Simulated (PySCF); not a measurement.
## Two-component Hartree-Fock for Ir⁶⁷⁺ (iridium, charge +67)

Start: [Ne]. Calculated with PySCF 2.14 in an uncontracted even-tempered set (17 s from 13 bohr⁻², ratio 2.6; 14 p from 17 bohr⁻², ratio 2.6; 6 d from 17 bohr⁻², ratio 2.8; 3 f from 360 bohr⁻², ratio 2.8): generalised Hartree-Fock with the X2C-1e Hamiltonian and a Gaussian nucleus; spin-orbit coupling (SO) screened by Boettger's factors.

```json
{"spinor shell": "1s1/2", "electrons": "2", "ε, screened SO (eV)": "-82645.6", "weight of nominal j (screened SO)": "1.000", "rms radius, screened SO (bohr)": "0.0197"}
{"spinor shell": "2s1/2", "electrons": "2", "ε, screened SO (eV)": "-19261.4", "weight of nominal j (screened SO)": "1.000", "rms radius, screened SO (bohr)": "0.0782"}
{"spinor shell": "2p1/2", "electrons": "2", "ε, screened SO (eV)": "-18754.8", "weight of nominal j (screened SO)": "1.000", "rms radius, screened SO (bohr)": "0.0662"}
{"spinor shell": "2p3/2", "electrons": "4", "ε, screened SO (eV)": "-17066.2", "weight of nominal j (screened SO)": "1.000", "rms radius, screened SO (bohr)": "0.0734"}
```

| quantity | screened SO |
| --- | --- |
| E (hartree) | -12092.65587 |
| M_J | 0 |
| ⟨J²⟩ | 0.000 |
| ⟨L²⟩ | 0.041 |
| ⟨S²⟩ | 0.041 |

Breit and QED terms are absent; they matter most for the inner s and p1/2 levels.

Densities and radii are taken from the X2C orbitals without a picture-change correction, which distorts them close to the nucleus.
